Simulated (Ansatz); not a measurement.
A geometry relaxed with B3LYP-D3(BJ)/def2-TZVP (Ansatz, a program for electronic structure), charge 0, multiplicity 1:

```xyz
8

O     -2.0575     0.2377     0.1013
H      2.1296     0.8537    -0.2886
H      2.0374    -0.4852     0.9803
C      0.2942    -0.1313    -0.1171
H     -1.2181    -1.0686    -1.2161
C      1.5370     0.0887     0.2054
H     -1.7750     0.8625     0.7809
C     -0.9477    -0.3575    -0.4461
```

**Question.** Write the SMILES of this molecule.

**Answer.** `C=C=CO`
